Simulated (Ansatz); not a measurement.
Mulliken charges of CH4AlBrS, SMILES `[CH3][Al]([SH])[Br]` from PBE/def2-TZVPP in Ansatz (PBE0-D4/def2-TZVP geometry).

```json
{"atom": "C1", "x (Å)": "-0.055", "y (Å)": "1.162", "z (Å)": "-0.174", "charge (e)": "-0.411"}
{"atom": "Al2", "x (Å)": "-0.401", "y (Å)": "-0.742", "z (Å)": "-0.096", "charge (e)": "0.450"}
{"atom": "S3", "x (Å)": "0.988", "y (Å)": "-2.230", "z (Å)": "0.673", "charge (e)": "-0.238"}
{"atom": "Br4", "x (Å)": "-2.360", "y (Å)": "-1.587", "z (Å)": "-0.832", "charge (e)": "-0.228"}
{"atom": "H5", "x (Å)": "-0.125", "y (Å)": "1.517", "z (Å)": "-1.206", "charge (e)": "0.109"}
{"atom": "H6", "x (Å)": "-0.807", "y (Å)": "1.707", "z (Å)": "0.404", "charge (e)": "0.108"}
{"atom": "H7", "x (Å)": "0.931", "y (Å)": "1.424", "z (Å)": "0.214", "charge (e)": "0.097"}
{"atom": "H8", "x (Å)": "1.922", "y (Å)": "-1.306", "z (Å)": "0.962", "charge (e)": "0.114"}
```

Problem. By hand: the dipole of these point charges (1 e Å = 4.8032 D).

Solution. Σ q r = (0.354, 0.420, 0.100) e Å, of length 0.558 e Å = 2.68 D.

Problem. How does the dipole of the full density compare? (Estimate.)

Solution. Ansatz gave: (0.273, 0.427, 0.066) e Å, 2.45 D; the point charges give 1.09 times that, at 8° from its direction.

Point charges leave out the atoms' own dipoles, such as those of lone pairs, and Mulliken's split depends on the basis, so the close match here is no proof of good charges.
